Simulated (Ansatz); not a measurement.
Mulliken charges of `B/N=C\Cl` from r2SCAN/def2-TZVPP in Ansatz (PBE0-D4/def2-TZVP geometry).

```
atom   x (Å)   y (Å)   z (Å)  charge (e)
  B1  -0.197   1.329  -0.177      -0.110
  N2  -0.115  -0.014   0.028       0.019
  C3   0.039  -1.219   0.190       0.061
 Cl4   1.553  -2.043  -0.082      -0.081
  H5  -0.513   1.725  -1.260       0.000
  H6   0.031   2.064   0.738       0.000
  H7  -0.737  -1.909   0.518       0.112
```

By hand: the dipole of these point charges (1 e Å = 4.8032 D).

Σ q r = (-0.186, -0.269, 0.096) e Å, of length 0.341 e Å = 1.64 D.

How does the dipole of the full density compare? (Estimate.)

Ansatz gave: (-0.183, -0.181, 0.080) e Å, 1.29 D; the point charges give 1.27 times that, at 10° from its direction.

Point charges leave out the atoms' own dipoles, such as those of lone pairs, and Mulliken's split depends on the basis, so the two needn't agree.
